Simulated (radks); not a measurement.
Values are calculated unless marked as measured or tabulated.
These are the eigenvalues of the occupied orbitals of an atom or ion with whole-number occupations (eV). Code: a radial shooting solver on a logarithmic mesh with Libxc functionals. Model: scalar-relativistic Kohn-Sham, LB94 model potential, spin-polarised, spherical densities, finite nucleus; Fermi nuclear charge, rms radius of each element as measured or else 0.836 A^(1/3) + 0.57 fm.

| orbital | eigenvalue |
|---|---|
| 1s | -23336.90 |
| 2s | -3548.085 |
| 2p | -3202.857 |
| 3s | -779.5359 |
| 3p | -665.6018 |
| 3d | -483.4356 |
| 4s | -243.8418 |
| 4p | -208.9671 |

Which element is it, and in what charge state? The configuration may be excited. Open shells, if any, are filled with parallel spins first.

Answer. Z = 45, rhodium, charge +9: Rh9+ in [Kr]. The list shows which subshells hold electrons but not how many an open one holds; the 1s level, -857.62 hartree, gives Z - s = 41.4 by -(Z - s)^2/2, which with screening and relativity narrows Z to a few neighbours, and the depths of the outer levels then fix element, charge and occupations together.
